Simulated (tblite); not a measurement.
A tight-binding relaxation on (CF3)2P-PF2 (`FP(F)P(C(F)(F)F)C(F)(F)F`).

Computed with GFN2-xTB geometry optimisation, gas phase (tblite 0.8.0). Start geometry: from a force field or distance geometry. A driver script takes a list of jobs; this job's settings line and coordinates (Å) are shown.

Command:
```bash
OMP_NUM_THREADS=1 python probes_run.py task.json out
```

Input:
```
{"job": {"kind": "relax", "xc": "GFN2-xTB", "basis": "xTB"}, "charge": 0, "multiplicity": 1}
F     -0.001500     2.179600     1.888900
P      0.714900     1.981400     0.330800
F      0.194100     3.259400    -0.675500
P      0.148600     0.091400    -0.616000
C      1.410800    -1.180100    -0.146800
F      1.334100    -2.328000    -0.903500
F      1.319800    -1.460100     1.180200
F      2.673300    -0.614700    -0.370500
C     -1.578500    -0.424700    -0.223800
F     -1.964600    -1.555600    -0.936300
F     -1.821800    -0.540600     1.118900
F     -2.428100     0.591200    -0.672500
```

Output:
```
step      E/eV     max force
  0   -1284.12217    3.339
  1   -1284.77849    2.363
  2   -1285.27106    1.861
  3   -1285.48533    1.366
  4   -1285.67530    0.748
  5   -1285.70581    0.593
  6   -1285.78015    0.389
  7   -1285.79273    0.413
  8   -1285.82057    0.459
  9   -1285.84447    0.651
... (117 lines left out)
127   -1286.28071    0.014
128   -1286.28076    0.017
129   -1286.28087    0.028
130   -1286.28101    0.040
131   -1286.28121    0.045
132   -1286.28149    0.040
133   -1286.28180    0.025
134   -1286.28198    0.018
135   -1286.28203    0.012
136   -1286.28205    0.005
```

«max force» is the largest atomic force in eV/Å.

Task: From which step on does the largest force stay under 0.1 eV/Å, and how much energy is left to gain from there?

Result: From step 117 (0.062 eV/Å), 2.8 meV above the end.

Main results: energy lowered by 49.8 kcal/mol over 136 steps; largest atomic force 0.005 eV/Å at the end.

Run on an x86-64 server with one thread, on a shared host.
Labels such as C1 count atoms from 1, the log's own numbers from 0.
